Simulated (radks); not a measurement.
Question: Coherent X-ray form factor from a spherical all-electron density. Method: scalar-relativistic Kohn-Sham, LDA (Slater exchange, VWN5 correlation), spin-polarised, spherical densities, finite nucleus; Fermi nuclear charge, rms radius of each element as measured or else 0.836 A^(1/3) + 0.57 fm; computed with a radial shooting solver on a logarithmic mesh with Libxc functionals.

sin(theta)/lambda (1/angstrom)  f0 (electrons)
0.05                                    25.919
0.1                                     25.678
0.15                                    25.285
0.2                                     24.749
0.25                                    24.086
0.3                                     23.311
0.4                                     21.507
0.5                                     19.498
0.6                                     17.435
0.8                                     13.624
1                                       10.654
1.25                                     8.212
1.5                                      6.801
2                                        5.336

The species is in the configuration that NIST lists as its ground one. Which atom or ion scatters so?

Answer: The strontium ion Sr12+, [Ar] 3d8. Extrapolating in s^2 from the first two rows gives f0(0) = 26.0, near the electron count 26; among species with that count, the fall with angle is slower the higher Z, and the table is that of Z = 38; from so few rows the species is fixed only to a neighbour or two.
